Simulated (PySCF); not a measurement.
## Magnetic susceptibility: C3HBrO3

Cartesian coordinates in Å; atom numbers follow the order of the lines, from 1:
```xyz
8

O    -1.574   -1.623   -0.261
C    -0.730   -0.791   -0.130
C    -0.689    0.601    0.123
Br   -2.057    1.822    0.382
O     0.592    1.027    0.170
C     1.353    0.005   -0.036
O     0.691   -1.101   -0.222
H     2.423    0.069   -0.051
```

Level of theory: GIAO B3LYP/pcSseg-1 magnetisability, rotational g tensor and spin-rotation constants, non-relativistic, gas phase (PySCF). Geometry: GFN2-xTB.

The bonding changed while the geometry was optimised; results refer to the coordinates, not to the name. The calculation is non-relativistic, which matters for the atoms heavier than Zn.

Question: What are the magnetisability and the molar susceptibility?

Answer: Isotropic -1061 × 10⁻³⁰ J/T², or -63.9 × 10⁻⁶ cm³/mol; principal values -1267, -1025, -890 × 10⁻³⁰ J/T², anisotropy 331 × 10⁻³⁰ J/T² (root of half the summed squared differences of the principal values). The susceptibility is in cgs units.

Question: Split it along the inertial axes a, b, c into diamagnetic and paramagnetic parts about the centre of mass, with the quadrupole moment.

Answer: 
```
axis  χ (10⁻⁶ cm³/mol)  diamagnetic (10⁻⁶ cm³/mol)  paramagnetic (10⁻⁶ cm³/mol)  summed x² of all electrons (Å²)  quadrupole Θ (D Å)
   a             -59.0                      -373.4                        314.5                            210.1               +7.60
   b             -56.3                      -936.2                        879.8                             77.4               -6.70
   c             -76.3                     -1219.8                       1143.5                             10.6               -0.90
```
Anisotropies 2χaa − χbb − χcc = +14.7 and 2χbb − χaa − χcc = +22.6 × 10⁻⁶ cm³/mol. Θ is traceless in Buckingham's convention.

Question: And the rotational g tensor?

Answer: 
| axis | rotational constant (GHz) | g | nuclear part | electronic part |
| --- | --- | --- | --- | --- |
| a | 3.9551 | -0.0637 | 0.5206 | -0.5843 |
| b | 1.2178 | -0.0163 | 0.4871 | -0.5034 |
| c | 0.9311 | -0.0052 | 0.4950 | -0.5002 |

Asymmetric top; isotopes 79Br, 12C, 1H, 16O; no vibrational averaging.
